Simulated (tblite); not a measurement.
Compound: C₃H₈N₂SSi.
Numbering: `[CH3:1][S:2][CH2:3][Si@H:4]([NH2:5])[C:6]#[N:7]` (hydrogens: H8, H9, H10 on C1; H11, H12 on C3; H13 on Si4; H14, H15 on N5)

Cartesian coordinates in Å at the GFN2-xTB level; atoms count from 1:
```
atom  x, y, z in Å
C1    -2.949   -0.137   -0.028
S2    -1.361   -1.004   -0.160
C3    -0.252    0.438   -0.197
Si4    1.544   -0.147   -0.410
N5     1.931   -1.061    0.987
C6     2.635    1.371   -0.329
N7     3.316    2.290   -0.308
H8    -2.967    0.451    0.887
H9    -3.085    0.503   -0.897
H10   -3.725   -0.895    0.002
H11   -0.392    0.986    0.734
H12   -0.565    1.069   -1.027
H13    1.735   -0.736   -1.742
H14    1.261   -1.737    1.320
H15    2.872   -1.384    1.145
```

Level: GFN2-xTB in tblite, geometry and Hessian alike; calculated harmonic values, unscaled, isolated species. Errors from tens to a few hundred cm⁻¹ against measured bands are possible. Modes of hydrogen on silicon can be 10 to 20 % off. One conformer, not necessarily the lowest.

Harmonic wavenumbers (cm⁻¹): 45.0, 47.3, 67.9, 125.5, 153.5, 177.6, 196.9, 237.2, 260.7, 327.5, 340.9, 515.9, 605.5, 633.9, 669.3, 692.6, 728.1, 750.8, 777.7, 831.5, 928.5, 945.1, 949.0, 1066.1, 1174.2, 1319.7, 1433.8, 1451.8, 1452.2, 1495.3, 2211.9, 2366.1, 2976.6, 2985.4, 3014.9, 3017.4, 3060.8, 3461.5, 3500.3.

A = 3836, B = 823.1, C = 719.4 MHz; mass 132.018 u (most abundant isotopes); point group C1, symmetry number 1.

Problem. What is the zero-point energy?

Solution. Half the sum of the wavenumbers: 23498 cm⁻¹ = 281.10 kJ/mol.

Problem. Entropy at 350 K, 1 bar (ideal gas, RRHO, classical rotation)?

Solution. Translation 173.09, rotation 124.75, vibration 163.37: S = 461.2 J/(mol K).

Problem. And Cp and H(350 K) − H(0)?

Solution. Cp = 175.61 J/(mol K), of which vibrations give 142.35 (their classical limit is 39 R = 324.3); H(350 K) − H(0) = 39.70 kJ/mol without the zero-point energy, 28.06 from vibrations.

Problem. How do the functions run with temperature in this model?

Solution. 
```csv
T (K),S (J/(mol K)),Cp (J/(mol K)),H − H(0) (kJ/mol),G − H(0) (kJ/mol),ln q(vib)
150,343.7,108.4,11.02,-40.54,4.07
250,407.5,144.2,23.67,-78.22,7.15
298.15,434.3,160.1,31.00,-98.49,8.55
400,485.5,189.0,48.83,-145.39,11.36
600,570.4,229.6,90.98,-251.29,16.39
900,671.5,268.4,166.12,-438.21,22.96
```

q(vib) and H(0) count from the zero-point level.

Problem. Which modes carry the vibrational entropy at 350 K?

Solution. 45.0 cm⁻¹: 22.36; 47.3 cm⁻¹: 21.94; 67.9 cm⁻¹: 18.95; 125.5 cm⁻¹: 13.91; 153.5 cm⁻¹: 12.28; 177.6 cm⁻¹: 11.11 J/(mol K); the other 33 give 62.81 together.

Problem. What must be added to the electronic energy to get the Gibbs energy at 350 K and 1 bar?

Solution. ZPE + [H(350 K) − H(0)] − T·S = 281.10 + 39.70 − 161.42 = 159.38 kJ/mol.

Problem. Blend soft modes into free rotors: weight 1/[1 + (100 cm⁻¹/ν̃)⁴] for the oscillator and the rest for a rotor with moment μB/(μ + B), μ = h/(8π²ν), B = 10⁻⁴⁴ kg m². What vibrational entropy results?

Solution. 146.44 J/(mol K) in place of 163.37, which changes −T·S at 350 K by +5.93 kJ/mol.

Hindered rotation and anharmonicity are outside this model. Other conformers, if any are populated, would add a mixing term that is left out. The structure is chiral; the term R ln 2 for an equal mix with its mirror image is left out.
